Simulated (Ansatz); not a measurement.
The same ligand exchange along the group B, Al, Ga, In.

Computed with Ansatz on PBE0-D4/def2-TZVP structures; ΔE is electronic, products minus reactants. CBS: MP2 limit from def2 TZ/QZ plus the TZ coupled-cluster correction, frozen cores. This one scheme is used for every species. Functionals use def2-TZVPP. Elements past krypton have def2 core potentials. For Ga, I, In outer-core shells are correlated without core-valence functions, which leaves a few kJ/mol of doubt a bond. Scalar relativity is left out up to krypton.

```tsv
reaction	CCSD(T)/CBS(def2) (kcal/mol)
boron trifluoride + HI → `FB(F)I` + H–F	21.1
`[F][Al]([F])[F]` + HI → `[F][Al]([F])[I]` + H–F	6.3
`[F][Ga]([F])[F]` + HI → `[F][Ga]([F])[I]` + H–F	?
`[F][In]([F])[F]` + HI → `[F][In]([F])[I]` + H–F	-26.6
```

Question: Fill in the missing values. (Estimate.)

Answer: Computed: `[F][Ga]([F])[F]` + HI → `[F][Ga]([F])[I]` + H–F: -15.4 kcal/mol.

Largest T1 diagnostic: 0.018, for `[F][In]([F])[F]`.
